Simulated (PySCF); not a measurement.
## Ag²⁺: ionisation energy

Ag²⁺ [Kr] 4d9 (2D) → Ag³⁺ [Kr] 4d8 (3F), as a difference of total energies. Computed with PySCF 2.14 in aug-cc-pwCVTZ-PP with ECP28MDF, with a scalar-relativistic core potential. Correlated levels: valence: 4s2 4p6 frozen; valence and next inner shell: nothing frozen outside the core potential. The calculations carry no spin-orbit coupling.

```
                                method  ionisation energy (eV)
                                   UHF                  32.876
                                   LDA                  35.358
                                   PBE                  34.894
                                  PBE0                  34.723
                                r2SCAN                  34.482
                                 M06-L                  34.418
                                 TPSSh                  34.439
                                  BP86                  34.970
                         MP2 (valence)                  34.884
                     SCS-MP2 (valence)                  34.753
    MP2 (valence and next inner shell)                  34.869
SCS-MP2 (valence and next inner shell)                  34.634
```

Q: How much does correlation contribute at MP2 (valence and next inner shell)?

A: 34.869 − (32.876) = 1.993 eV, measured against UHF.

The reference lies between the lowest fine-structure levels, while these numbers refer to the centres of the terms.

Errors of the correlated levels include the incompleteness of this basis and the frozen core.

For comparison: 34.8 ± 0.3 eV (semi-empirical (NIST evaluation); NIST Atomic Spectra Database, ionization energies).
